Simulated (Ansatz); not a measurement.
`C[N](C)[Sn][OH]` + H–F → `C[N](C)[Sn][F]` + H₂O  (ligand exchange at the Sn–O bond)

Gas-phase electronic energies from Ansatz, PBE0-D4/def2-TZVP geometries. CCSD(T)/CBS is the MP2 limit (def2-TZVPP, def2-QZVPP) plus CCSD(T) − MP2 in def2-TZVPP, frozen cores. This one scheme is used for every species. Functionals use def2-TZVPP. B3LYP here is the variant with VWN-RPA as its local correlation; programs differ in this. Elements past krypton have def2 core potentials. For Sn outer-core shells are correlated without core-valence functions, which leaves a few kJ/mol of doubt a bond. Each species was taken in one conformer, which may not be the lowest.

```tsv
level	ΔE (kJ/mol)	difference from CCSD(T)/CBS
r2SCAN-D4	-56.9	-5.9
B97M-V	-59.7	-8.7
B3LYP-D4	-55.8	-4.8
ωB97X-V	-56.3	-5.3
ωB97M-V	-54.8	-3.8
revPBE	-57.3	-6.3
BLYP	-60.8	-9.8
CCSD(T)/def2-SVP	-56.7	-5.7
HF/def2-TZVPP	-59.8	-8.8
MP2/def2-TZVPP	-44.7	6.3
CCSD(T)/CBS	-51.0	0
```

Largest T1 diagnostic among the species: 0.017.

Leaving LDA and LC-ωPBE aside and taking each functional with its dispersion term where it has one, the values, not all of them listed here, spread over 9.6 kJ/mol, from B97M-V to PBE-QIDH. LDA lies +5.5 kJ/mol from PBE without D4. The D4 term adds +3.6 kJ/mol with B3LYP and +2.0 kJ/mol with PBE0; it sums over pairs of atoms, weighted by their polarisabilities, and B3LYP, whose exchange is more repulsive, gets the larger term. In def2-TZVPP, CCSD(T) changes the Hartree–Fock value by +12.3 kJ/mol (the triples alone add +1.6 kJ/mol) and MP2 by +15.1 kJ/mol.
